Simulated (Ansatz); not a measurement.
PBE exchange is replaced step by step with exact exchange (0 % is PBE, 25 % PBE0; no dispersion term), basis def2-SVP, Ansatz. System: `c1csc(-c2cnc(-c3cnc(-c4cnc(-c5cncs5)s4)s3)s2)n1`. The state is a singlet with charge 0. Geometry: r2SCAN-D4/def2-SVP.

Geometry of the singlet:

```xyz
32

C     1.548   -7.689    2.575
C     0.249   -7.557    3.015
S    -0.350   -5.997    2.602
C     1.204   -5.630    1.861
C     1.488   -4.363    1.234
C     2.684   -3.989    0.630
N     2.726   -2.748    0.105
C     1.586   -2.110    0.272
C     1.354   -0.769   -0.192
C     2.268    0.039   -0.866
N     1.838    1.268   -1.209
C     0.593    1.474   -0.828
C    -0.114    2.702   -1.067
C     0.387    3.828   -1.716
N    -0.456    4.874   -1.830
C    -1.627    4.618   -1.287
C    -2.717    5.561   -1.266
C    -2.710    6.844   -1.797
N    -3.862    7.549   -1.655
C    -4.766    6.851   -1.028
S    -4.270    5.249   -0.554
S    -1.753    3.010   -0.579
S    -0.136    0.104    0.008
S     0.358   -3.048    1.118
N     2.073   -6.613    1.934
H     2.155   -8.587    2.713
H    -0.369   -8.280    3.547
H     3.549   -4.653    0.578
H     3.279   -0.294   -1.108
H     1.402    3.874   -2.115
H    -1.842    7.275   -2.301
H    -5.774    7.204   -0.794
```

Single mean-field runs in def2-SVP are fitted with def2-universal-jkfit.

```tsv
exact exchange (%)	HOMO (eV)	LUMO (eV)	gap (eV)
0	-5.20	-3.43	1.77
5	-5.36	-3.34	2.03
10	-5.53	-3.24	2.29
15	-5.69	-3.14	2.56
25	-6.03	-2.92	3.10
35	-6.37	-2.70	3.66
```

Fit a straight line to the column «gap (eV)» against the share of exact exchange and predict its value at 50 %.

With x = exact exchange (%) and y = gap (eV): mean x = 15, mean y = 2.568; Σ(x − x̄)(y − ȳ) = 45.9, Σ(x − x̄)² = 850; slope b = 0.054, intercept a = ȳ − b·x̄ = 1.758. The residuals of the fitted rows reach 0.01. At x = 50 the line gives 1.758 + (0.054 × 50) = 4.46; the run gave 4.53, 0.07 more than the line.
